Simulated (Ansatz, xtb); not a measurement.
**Relative energy of two isomers of C8H4Se**

Structure X is `C#Cc1ccc(C#C)[se]1`, a singlet and structure Y is `C#Cc1cc[se]c1C#C`, a singlet. Both are isolated molecules in the gas phase, relaxed with PBE-D3(BJ)/def2-SVP.

X (Å):

```xyz
13

C     1.1074   -3.8195   -2.3482
C     0.8056   -2.7711   -1.7833
C     0.4534   -1.5814   -1.1173
C     0.5287   -0.2690   -1.5856
C     0.0987    0.7302   -0.6783
C    -0.3427    0.2685    0.5624
C    -0.8241    1.0153    1.6549
C    -1.2469    1.6498    2.6182
Se   -0.2253   -1.6204    0.6512
H     1.3755   -4.7369   -2.8528
H     0.9003   -0.0472   -2.5957
H     0.1041    1.8032   -0.9155
H    -1.6176    2.2159    3.4610
```

Y (Å):

```xyz
13

C     0.1309   -3.3726   -0.3353
C     0.3271   -2.1641   -0.4038
C     0.5646   -0.7648   -0.4852
C     1.8569   -0.1976   -0.7725
C     1.9007    1.1756   -0.8121
C    -0.4522    0.1903   -0.2900
C    -1.8088   -0.0334    0.0035
C    -2.9966   -0.2125    0.2604
Se    0.2319    1.9442   -0.4740
H    -0.0482   -4.4366   -0.2739
H     2.7376   -0.8313   -0.9459
H     2.7755    1.8069   -1.0120
H    -4.0401   -0.3810    0.4856
```

Question: Estimate E(Y) − E(X) at the level CCSD(T)/def2-SVP + ΔMP2/def2-TZVPP.

Answer: CCSD(T)/def2-SVP + ΔMP2/def2-TZVPP gives E(Y) − E(X) = +2.13 kJ/mol, slightly favouring structure X, which is too small a margin to settle the true order.

The same difference at several levels:

```
                             level             geometry  E(Y) − E(X) (kJ/mol)  departure from the last row (kJ/mol)  job, with rough time for the two
                          GFN2-xTB             GFN2-xTB                   +1.58                                 −0.55              optimisation, 0.46 s
                         HF/STO-3G             GFN2-xTB                   +2.35                                 +0.22               single point, 1.4 s
                r2SCAN-D4/def2-SVP             GFN2-xTB                   +8.09                                 +5.95               single point, 9.3 s
               PBE-D3(BJ)/def2-SVP  PBE-D3(BJ)/def2-SVP                   +8.79                                 +6.66                optimisation, 42 s
                       HF/def2-SVP  PBE-D3(BJ)/def2-SVP                   +2.38                                 +0.24           part of the CCSD(T) run
                      MP2/def2-SVP  PBE-D3(BJ)/def2-SVP                   +3.79                                 +1.66           part of the CCSD(T) run
                  CCSD(T)/def2-SVP  PBE-D3(BJ)/def2-SVP                   +3.37                                 +1.24                      single point
CCSD(T)/def2-SVP + ΔMP2/def2-TZVPP  PBE-D3(BJ)/def2-SVP                   +2.13                                                   single point, 6.1 min
```

As drawn, both hold the same kinds of bond in the same numbers.

The largest departure from CCSD(T)/def2-SVP + ΔMP2/def2-TZVPP is that of PBE-D3(BJ)/def2-SVP, 6.66 kJ/mol. The last row adds to CCSD(T) the change of the MP2 difference between the two basis sets, here −1.24 kJ/mol.

With thermal terms from frequencies at re-optimised GFN2-xTB minima (ideal gas, soft modes damped towards free rotors, one conformer each, 298.15 K, 1 atm): on the last row, ΔE + ΔZPE = +1.91, ΔH = +1.79, ΔG = +0.07 kJ/mol.

The correlated steps freeze 17 core orbitals; the filled d shell of Se is correlated, in a basis made for valence electrons. Run with Ansatz 0.2.0, xtb 6.7.1; the last row on 2 threads of AMD EPYC 7R43 64-Core Processor (Zen 3) on a shared host.
